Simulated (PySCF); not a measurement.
[Y(H2O)6]3+ (charge +3 and singlet state).
Bonds: Y1–O2, Y1–O5, Y1–O8, Y1–O11, Y1–O14, Y1–O17. Hydrogens: H3, H4 on O2; H6, H7 on O5; H9, H10 on O8; H12, H13 on O11; H15, H16 on O14; H18, H19 on O17.
The ion is multiply charged and has no counter-ions or solvent.

Computed by this run: PySCF, PBE0-D3(BJ)/def2-SVP geometry optimisation, gas phase, def2 core potentials past Kr; density fitting, grid level 1; the optimiser is geomeTRIC in internal coordinates, started from a GFN2-xTB structure with every atom displaced at random (about 0.03 Å).

Step 0: E = -13475.0600 eV
```
atom  x, y, z in Å  |  force x, y, z in eV/Å
Y1      0.0615   -0.0770    0.0124   -1.443   2.992  -1.074
O2      0.1425    0.1446    2.1218    0.417  -0.066   2.443
H3      0.0832    0.9607    2.6527   -0.074   0.086   0.157
H4      0.3724   -0.5534    2.7737   -0.170   0.222   0.013
O5     -0.1656   -0.1792   -2.1596   -0.122   1.509  -0.831
H6     -0.2665    0.5743   -2.7921    0.030  -0.628   0.181
H7     -0.1307   -0.9758   -2.6756   -0.029  -0.994  -1.058
O8      2.1749    0.1738   -0.1756    0.071   0.345   4.170
H9      2.7804    0.2798    0.6147   -0.251  -0.050  -1.223
H10     2.6693    0.1343   -0.9403    2.583  -0.054  -3.114
O11    -2.1546   -0.1613    0.1875   -2.106  -0.298  -3.273
H12    -2.6594   -0.1444    0.9914   -0.951   0.031   1.093
H13    -2.8695   -0.2274   -0.5860    1.882   0.192   2.293
O14    -0.2082    2.1365   -0.1345    4.232   1.012  -0.278
H15    -0.9818    2.6448   -0.1501   -2.409   1.678  -0.035
H16     0.5587    2.8272   -0.2358   -1.902  -1.486   0.233
O17     0.1623   -2.0953    0.1489   -0.108  -6.021   0.577
H18    -0.5896   -2.7652    0.2866    0.985   0.990  -0.228
H19     0.9577   -2.7036    0.1446   -0.634   0.541  -0.049
```

Step 1: E = -13476.4603 eV
```
atom  x, y, z in Å  |  force x, y, z in eV/Å
Y1      0.0543   -0.0634    0.0122   -0.598   1.009  -0.346
O2      0.1310    0.1664    2.2197    0.256   0.000   1.019
H3      0.0692    0.9851    2.7507   -0.055  -0.009  -0.001
H4      0.3529   -0.5238    2.8782   -0.110   0.079  -0.005
O5     -0.1672   -0.1658   -2.2285    0.030   0.312  -0.387
H6     -0.2637    0.5673   -2.8710   -0.011  -0.181   0.025
H7     -0.1321   -0.9743   -2.7622   -0.043  -0.206  -0.340
O8      2.2596    0.1936   -0.1757    0.365   0.021   0.891
H9      2.9072    0.3013    0.5560   -0.041   0.011  -0.363
H10     2.7742    0.1519   -0.9860    0.616   0.033  -0.598
O11    -2.2103   -0.1491    0.1824   -0.996  -0.115  -1.054
H12    -2.7508   -0.1340    0.9869   -0.213   0.007   0.299
H13    -2.8829   -0.2106   -0.5554    0.705   0.060   0.793
O14    -0.2134    2.2004   -0.1339    1.197   0.612  -0.119
H15    -1.0189    2.7290   -0.1517   -0.542   0.341   0.009
H16     0.5162    2.8691   -0.2267   -0.641  -0.497   0.081
O17     0.1584   -2.2339    0.1543   -0.051  -2.297   0.244
H18    -0.5863   -2.8774    0.2839    0.344   0.485  -0.102
H19     0.9398   -2.8383    0.1514   -0.214   0.336  -0.044
```

Step 2: E = -13476.7014 eV
```
atom  x, y, z in Å  |  force x, y, z in eV/Å
Y1      0.0480   -0.0581    0.0111   -0.259   0.574  -0.163
O2      0.1317    0.1743    2.2850    0.140   0.010   0.239
H3      0.0649    1.0014    2.8012   -0.030  -0.023   0.002
H4      0.3403   -0.5083    2.9527   -0.066   0.018   0.016
O5     -0.1687   -0.1685   -2.2834    0.071  -0.032  -0.054
H6     -0.2642    0.5607   -2.9259   -0.017  -0.004  -0.002
H7     -0.1411   -0.9740   -2.8336   -0.031  -0.003  -0.063
O8      2.3171    0.2025   -0.1756    0.100  -0.075   0.114
H9      2.9850    0.3156    0.5282    0.002   0.031   0.020
H10     2.8421    0.1664   -0.9942    0.119   0.026  -0.162
O11    -2.2591   -0.1566    0.1783    0.153   0.003   0.216
H12    -2.7951   -0.1440    0.9937   -0.023  -0.001   0.010
H13    -2.9117   -0.2204   -0.5373   -0.195  -0.025  -0.211
O14    -0.2036    2.2403   -0.1344    0.013  -0.137  -0.005
H15    -1.0296    2.7558   -0.1492   -0.080   0.079   0.010
H16     0.5016    2.9048   -0.2223    0.085   0.143  -0.009
O17     0.1547   -2.2995    0.1569    0.031  -0.555   0.080
H18    -0.6044   -2.9022    0.2811   -0.019  -0.046  -0.014
H19     0.9293   -2.8968    0.1523    0.006   0.017  -0.022
```

Problem. Estimate the geometry and energy of step 3. (The exact step hangs on the optimiser's Hessian estimate; all steps are aligned on step 2, rigid shifts and turns removed.)

Solution. E = -13476.7293 eV, largest force 0.302 eV/Å
```
atom  x, y, z in Å  |  force x, y, z in eV/Å
Y1      0.0421   -0.0497    0.0089   -0.146   0.257  -0.061
O2      0.1333    0.1828    2.3080    0.101   0.003   0.016
H3      0.0639    1.0107    2.8214   -0.023  -0.004   0.004
H4      0.3304   -0.4982    2.9800   -0.050  -0.011   0.010
O5     -0.1709   -0.1687   -2.2983    0.061  -0.026   0.031
H6     -0.2661    0.5669   -2.9334   -0.011  -0.007  -0.003
H7     -0.1509   -0.9692   -2.8576   -0.022   0.016  -0.015
O8      2.3341    0.2013   -0.1835    0.009  -0.075   0.025
H9      2.9947    0.3173    0.5273   -0.009   0.017  -0.022
H10     2.8663    0.1685   -1.0018    0.022   0.023  -0.003
O11    -2.2722   -0.1547    0.1796   -0.022  -0.004  -0.070
H12    -2.8092   -0.1431    0.9950   -0.011  -0.005  -0.013
H13    -2.9292   -0.2223   -0.5425    0.066  -0.002   0.087
O14    -0.2006    2.2579   -0.1371    0.064  -0.043  -0.018
H15    -1.0287    2.7737   -0.1485   -0.008   0.021   0.012
H16     0.5043    2.9287   -0.2254   -0.035  -0.006   0.008
O17     0.1541   -2.3359    0.1600    0.002  -0.170   0.045
H18    -0.5950   -2.9514    0.2822   -0.015   0.000  -0.013
H19     0.9366   -2.9213    0.1504    0.025   0.018  -0.019
```

The energy changes by -0.0279 eV. The first-order estimate −F·Δx gives -0.0492 eV and the mean of the old and new forces, exact on a quadratic surface, -0.0293 eV. The step makes an angle of 63° with the force vector and moves no atom by more than 0.050 Å.

The cost below is that of the whole optimisation. On one thread of an Intel Xeon Platinum 8488C, no GPU, shared host, this took 2.8 min wall and 0.74 GiB of memory at its peak.
